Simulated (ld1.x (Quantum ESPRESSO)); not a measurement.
Ranking TM potentials for oxygen

All share these settings but for the change named:

```json
{
 "Element": "O (Z = 8)",
 "Generator": "ld1.x (Quantum ESPRESSO) 7.5",
 "Type": "norm-conserving Troullier–Martins (Kleinman–Bylander form)",
 "Functional": "revPBE",
 "Relativity": "non-relativistic",
 "Frozen core": "[He]",
 "Valence charge": "6",
 "Reference configuration": "2s2 2p4",
 "Partial waves": "2s (bound): rc 0.65 bohr; 2p (bound): rc 1.75 bohr",
 "Local potential": "all-electron potential smoothed inside 1.00 bohr (lloc = -2)",
 "Core correction": "Bessel-smoothed model core inside 0.50 bohr"
}
```

Cutoff: the first of the cutoffs (Ry, on a coarse ladder) from which the occupation-weighted sum of valence levels, in a spherical-Bessel basis at the reference potential, stays within 10 and 1 mRy of its value at 400 Ry; the density cutoff is not measured.

The base gives 140 Ry.

Of 7 variants that were run, those that failed, showed a ghost or another fault, or gave nearly equal values are left out.

A variant can come out equal or close to the base.

(1) Rank these variants from softest to hardest (loose cutoff).
A. reference 2s2 2p2
B. local potential all-electron potential smoothed inside 2.10 bohr (lloc = -2)
C. type ultrasoft; waves now 2s (bound): rcut 0.55, rcutus 0.65 bohr; 2s channel at -1.25 Ry: rcut 0.55, rcutus 0.65 bohr; 2p (bound): rcut 1.50, rcutus 1.75 bohr; 2p channel at 0.05 Ry: rcut 1.50, rcutus 1.75 bohr; local potential all-electron potential smoothed inside 0.85 bohr (lloc = -1); augmentation PSQ, radius 0.45 bohr

## Answers

(1) C (80 Ry), B (140 Ry), A (160 Ry).
